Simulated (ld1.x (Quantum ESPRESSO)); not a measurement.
Before and after: TM potential for phosphorus (P)

| Quantity | Value |
| --- | --- |
| Element | phosphorus (P) |
| Generator | ld1.x (Quantum ESPRESSO) 7.5 |
| Type | norm-conserving Troullier–Martins (Kleinman–Bylander form) |
| Functional | PW91 |
| Relativity | scalar-relativistic |
| Frozen core | [Ne] |
| Valence charge | 5 |
| Reference configuration | 3s1.75 3p3.25 |
| Partial waves | 3s (bound): rc 1.20 bohr; 3p (bound): rc 1.60 bohr |
| Local potential | the p channel |
| Core correction | Bessel-smoothed model core inside 0.80 bohr |

Change: local potential all-electron potential smoothed inside 1.20 bohr (lloc = -1).

Cutoffs: the cutoffs (Ry, on a coarse ladder) from which the occupation-weighted sum of valence levels, in a spherical-Bessel basis at the reference potential, stays within 10 and 1 mRy of its value at 400 Ry; they do not see the model core or the augmentation charge, which bear on the density cutoff. Errors are all-electron minus pseudo energies relative to the spin-unpolarised reference configuration.

**Question.** Predict the effect on cutoff, ghosts and configuration errors.

**Answer.** The potential gets neither clearly harder nor softer (45 Ry and 100 Ry → 45 Ry and 100 Ry); of the 7 tests that both files solve, the error grows in 4 and shrinks in 0 by more than 15 % and 0.3 meV (median size 1.7 → 3.0 meV); the range in which the s phases agree narrows (upper end 4.6 → 1.4); neither file shows a bound ghost.

| quantity | base | changed |
| --- | --- | --- |
| cutoff, loose | 45 Ry | 45 Ry |
| cutoff, tight | 100 Ry | 100 Ry |
| bound ghosts | none | none |
| error for 3s2 3p3, meV [ΔE -2.12 eV] | -0.1 | 0.0 |
| error for 3s2 3p2, meV [ΔE 7.65 eV] | +1.7 | +3.0 |
| error for 3s2 3p1, meV [ΔE 26.86 eV] | +18 | +29 |
| error for 3s2 3p0, meV [ΔE 56.68 eV] | +65 | +106 |
| error for 3s2 3p2.5, meV [ΔE 1.67 eV] | -0.1 | 0.0 |
| error for 3s2 3p3.3, meV [ΔE -3.44 eV] | +0.3 | +0.5 |
| error for 3s1 3p0, meV [ΔE 108.78 eV] | +142 | +228 |
| s: phases at 1.75 bohr within 0.05 rad from the reference energy up to (Ry; the scan ends near 5) | 4.6 | 1.4 |
| p: phases at 1.75 bohr within 0.05 rad from the reference energy up to (Ry; the scan ends near 5) | to the end of the scan | 4.3 |
